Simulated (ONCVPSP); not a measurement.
# Pd (Z = 46): excitation energies, all-electron against ONCV

Pd (Z = 46), optimised norm-conserving Vanderbilt (ONCV), made with ONCVPSP 4.0.1 (LDA (Perdew-Wang 92), scalar-relativistic). Core [Ar] 3d10, reference 4s2 4p6 4d9 (charge +1). Waves: 4s: rc 1.45 bohr, ncon 4, nbas 8, qcut 9.4 1/bohr, 2 projectors, debl 1.8 Ha; 4p: rc 1.35 bohr, ncon 4, nbas 9, qcut 10.8 1/bohr, 1 projector; 4d: rc 1.15 bohr, ncon 3, nbas 6, qcut 7.3 1/bohr, local. Local part: the d channel. Core correction: none.

In the s channel the program set the typed energies aside and used -3.557, 0.250 Ha.

Energies are relative to the spin-unpolarised reference configuration 4s2 4p6 4d9; without spin polarisation the order of configurations can differ from experiment.

```
valence configuration  charge  ΔE all-electron (eV)  error AE − PS (meV)
         4s2 4p6 4d10       0                -9.387                 +0.3
          4s2 4p6 4d8      +2                21.082                 -1.8
          4s2 4p6 4d7      +3                55.682                 -2.0
```

(1) What are ΔE and the potential's error for 4s2 4p6 4d8 5s1?

## Answers

(1) ΔE = 4.416 eV all-electron; the error (AE − PS) is +0.6 meV.
